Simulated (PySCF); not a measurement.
Br₂Mg, SMILES [Br][Mg-][Br], charge -1, multiplicity 2. Geometry optimised at B3LYP-D3(BJ)/def2-SVPD.

Computed equilibrium geometry at B3LYP-D3(BJ)/def2-SVPD (PySCF confirms it by a frequency run) as bond lengths and angles, and its point group:
point group C2v.
Atoms: Mg1 Br2 Br3. Bonds (Å): Mg1–Br2 2.536, Mg1–Br3 2.536. Angles (°): Br2–Mg1–Br3 119.1.
Charge -1, spin multiplicity 2.
